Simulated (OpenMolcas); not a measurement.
W2+ (d4) among equal point charges was computed by CASSCF with the d shell active (OpenMolcas, ANO-RCC-VDZP on the metal). Its lowest spin-free states, and all those of the highest spin:

```
2S+1  Degeneracy  E (cm-1)
   5           2       0.0
   3           1      2205
   3           2      3230
   1           2      9919
   1           1     10492
   1           2     11069
   5           2     12454
   3           2     13723
   3           1     13939
   5           1     14086
   3           2     14087
   3           1     14743
```

Task: Is the site octahedral, tetrahedral or cube-like, axial, or of lower symmetry?

Result: The states with 2S+1 = 5 have orbital degeneracies 2, 2, 1. There are pairs but no triples, so the site is axial: not cubic, but with a proper or improper axis of order three or more. The run had W2+ among 6 point charges of -1 e arranged as a trigonal antiprism (D3d), 1.97 Å from the ion, with a polar angle of 56.9° against the regular 54.74°. The active orbitals were held to one l.

Spin-orbit coupling mixes the spin-free states strongly: the lowest level takes only 46 % from its leading state, 5E. Without dynamic correlation the repulsion within the d shell is too large (B by tens of per cent), so at a given field states of lower spin stand too high. This shell can be high or low spin here, a state of another spin lies low, and with metal d orbitals alone active their balance is uncertain, so the ground spin may be wrong. Point charges give a weaker field than real ligands, and real ions of this kind are as a rule low spin; the high spin found here belongs to the model. This is an electrostatic model: the charges have no orbitals. No measured value stands beside these numbers.
